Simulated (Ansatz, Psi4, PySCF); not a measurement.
H2S, charge +1, doublet, at a GFN2-xTB geometry (a state made from the parent by changing its charge; the spin is typed, not shown lowest). Base run: CCSD(T)/STO-3G (PySCF).

Input for PySCF:
```python
from pyscf import gto, scf, cc

mol = gto.M(
    atom='''
S    -0.00036152   -0.00213359    0.10390253
H    -0.03847239    1.00861520   -0.81100328
H     0.04425671   -0.97447779   -0.85143727
''',
    basis='sto-3g',
    charge=1,
    spin=1,
    verbose=3,
)

mf = scf.UHF(mol)
mf.kernel()

mycc = cc.CCSD(mf)
mycc.kernel()
et = mycc.ccsd_t()
print('E(CCSD(T)) = %.10f' % (mycc.e_tot + et))
```

The same geometry, method and basis name were run in Ansatz (an electronic-structure program) and Psi4 and PySCF, at each program's defaults and at the settings that a row names. The base is PySCF at its defaults. Differences at the defaults can come from grids, fitting, cores and function types together.

```json
[
 {"code and settings": "PySCF, defaults (exact integrals, spherical functions, all electrons correlated)", "ΔE vs base (mEh)": "0.000", "basis functions": "11", "E (Eh)": "-394.10653", "SCF cycles": "8"},
 {"code and settings": "Psi4, defaults (exact integrals, spherical functions, all electrons correlated)", "ΔE vs base (mEh)": "0.000", "basis functions": "11", "E (Eh)": "-394.10653", "SCF cycles": "10"},
 {"code and settings": "Ansatz, defaults (factorised integrals, spherical functions, frozen core)", "ΔE vs base (mEh)": "0.714", "basis functions": "11", "E (Eh)": "-394.10582", "SCF cycles": "-"},
 {"code and settings": "PySCF, frozen core", "ΔE vs base (mEh)": "0.713", "basis functions": "11", "E (Eh)": "-394.10582", "SCF cycles": "8"},
 {"code and settings": "Psi4, exact integrals, spherical functions, frozen core", "ΔE vs base (mEh)": "0.713", "basis functions": "11", "E (Eh)": "-394.10582", "SCF cycles": "10"},
 {"code and settings": "Ansatz, high accuracy, frozen core", "ΔE vs base (mEh)": "0.713", "basis functions": "11", "E (Eh)": "-394.10582", "SCF cycles": "-"}
]
```

Open shells are given as the SCF converged; they aren't shown to be the lowest states, and a large step between rows can be another state.
